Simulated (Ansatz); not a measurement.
`[CH3][Al]([SH])[Br]` + `[F][SnH2][F]` → `[CH3][Al]([F])[SH]` + `[F][SnH2][Br]` at 600 K and 1 bar (redistribution).

Isolated molecules relaxed with PBE0-D4/def2-TZVP in Ansatz; ΔE leaves out vibrations. CCSD(T)/CBS is the MP2 limit (def2-TZVPP, def2-QZVPP) plus CCSD(T) − MP2 in def2-TZVPP, frozen cores. def2 core potentials past Kr. For Br, Sn outer-core shells are correlated without core-valence functions, which leaves a few kJ/mol of doubt a bond. Scalar relativity is left out up to krypton. Each species was taken in one conformer, which may not be the lowest.

| species | CCSD(T)/CBS energy (Eh) | H − E (kJ/mol) | S (J/(mol·K)) |
| --- | --- | --- | --- |
| `[CH3][Al]([SH])[Br]` | -3253.69870 | 178.7 | 451.0 |
| `[F][SnH2][F]` | -414.86106 | 84.2 | 346.6 |
| `[CH3][Al]([F])[SH]` | -780.18144 | 180.1 | 425.8 |
| `[F][SnH2][Br]` | -2888.40380 | 83.2 | 376.9 |

H − E and S are ideal-gas, rigid-rotor, harmonic terms from PBE0-D4/def2-TZVP, for one conformer and one mirror image of each species. 1 Eh = 2625.50 kJ/mol, R = 8.31446 J/(mol·K).

Problem. By hand: ΔE, ΔH, ΔS and ΔG.

Solution. ΔE = (-780.18144) + (-2888.40380) − (-3253.69870) − (-414.86106) = -0.02548 Eh = -66.9 kJ/mol. Δ(H − E) = 180.1 + 83.2 − 178.7 − 84.2 = 0.4, so ΔH = -66.5 kJ/mol. ΔS = 425.8 + 376.9 − 451.0 − 346.6 = 5.1 J/(mol·K). ΔG = -66.5 − 600 × (5.1)/1000 = -69.6 kJ/mol.

Problem. By hand: the equilibrium constant, and the temperature at which ΔG would vanish if ΔH and ΔS stayed fixed.

Solution. log₁₀ K = −ΔG/(RT ln 10) = 6.1. ΔH and −TΔS have one sign here, so there is no such temperature. One of them is within its doubt of zero, so this could turn.

The number of gas molecules stays the same, so ΔS is small and ΔH decides. A doubt of 5 kJ/mol in ΔE shifts log₁₀ K by 0.4 here. Other conformers and mirror images would add mixing entropy, several J/(mol·K) or more a flexible species. Modes under 60 cm⁻¹, often nearly free rotors, make the harmonic entropy too high. These are equilibria of isolated gas molecules and say nothing of rates. Largest T1 diagnostic: 0.014 (customary marks: 0.02 for closed shells, 0.045 for open ones).
